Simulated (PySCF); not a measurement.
# Worked example: refractive index and permittivity of the vapour

Bi(F)2(OH) (BiF₂HO), SMILES [OH][Bi]([F])[F].

The structure is a stationary point at r2SCAN-D4/def2-SVP. The def2 effective core potentials stand for the cores of Bi; spin–orbit coupling is left out. The values are those of a single conformer.

ωB97X/def2-TZVPD in PySCF gives a mean static polarisability of 45.6 bohr³ and a dipole moment of 3.72 D. Take an ideal gas at 298.15 K and 0.01 bar, whether or not the substance is that volatile.

Question: Work out n − 1 in the optical limit and the static ε − 1.

Answer: 
Polarisability volume α' = 45.6 × 0.148185 = 6.76 Å³. Number density N = p/kT = 2.43e-7 Å⁻³.
Dilute limit of Lorentz–Lorenz: n − 1 = 2π N α' = 1.0e-5.
Orientation term of Debye: μ²/(3kT) = 8.098 Å³ × μ²(D²) = 112.06 Å³.
ε − 1 = 4π N (α' + μ²/3kT) = 0.00036. Orientation of the dipole supplies 94 % of the static response; it can't follow optical fields. Vibrational polarisation and dispersion are left out.
